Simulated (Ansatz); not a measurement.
The same path of H2Se + H5NSi (10 atoms, charge 0, multiplicity 1) was run twice with different band settings. Lost on the way: Si1–N2, H6–Se7. Made: Si1–Se7, N2–H6.

Method: RKS r2SCAN-D4/def2-SVP in Ansatz 0.2.0.

Relaxed end points:

```xyz
10
Properties=species:S:1:pos:R:3
Si -1.317 0.521 0.066
N -0.334 -0.791 0.674
H -1.283 0.446 -1.423
H -2.754 0.508 0.500
H -0.705 1.792 0.549
H 1.621 -0.521 -0.155
Se 2.959 -0.311 -0.775
H -0.131 -0.815 1.672
H -0.539 -1.733 0.349
H 2.483 0.903 -1.456
```

```xyz
10
Properties=species:S:1:pos:R:3
Si -0.647 0.884 -0.786
N 0.252 -1.552 1.669
H -1.177 1.983 -1.646
H -1.604 -0.256 -0.791
H -0.465 1.412 0.596
H 0.981 -1.231 1.029
Se 1.297 0.045 -1.661
H -0.129 -0.710 2.100
H -0.491 -1.920 1.075
H 1.983 1.345 -1.584
```

Common settings: movable images 5; climbing image yes; spring 5.0 eV/Å²; optimiser quadratic models (default); force threshold 0.05 eV/Å; iteration limit 60; end points relaxed.

| run | start path |
| --- | --- |
| 1 | through a guess of the saddle point |
| 2 | straight line |

Q: What does each run give, and how far can it be trusted?

A: Run 1: converged after 31 iterations, highest image 0.576 eV above the first end. The profile has 2 maxima (images 3, 5) with wells between them (image 4): this band takes more than one step, which may be the mechanism or a detour left from its start path. A vibrational analysis at the climbing image gives one clearly imaginary mode, 134i cm⁻¹: a first-order saddle point.
Run 2: converged after 28 iterations, highest image 0.576 eV above the first end. A structure lower than the first end lies on the path between it and the top, so the climb from that side starts below the end, which may itself be a saddle point or a shallow side well. Another band between the same ends (5 images) ends at a top of the same energy, where a vibrational analysis finds 1 clearly imaginary mode.
The orbitals stay closed-shell, which can raise the energy where a bond breaks towards radicals; this wasn't checked here.
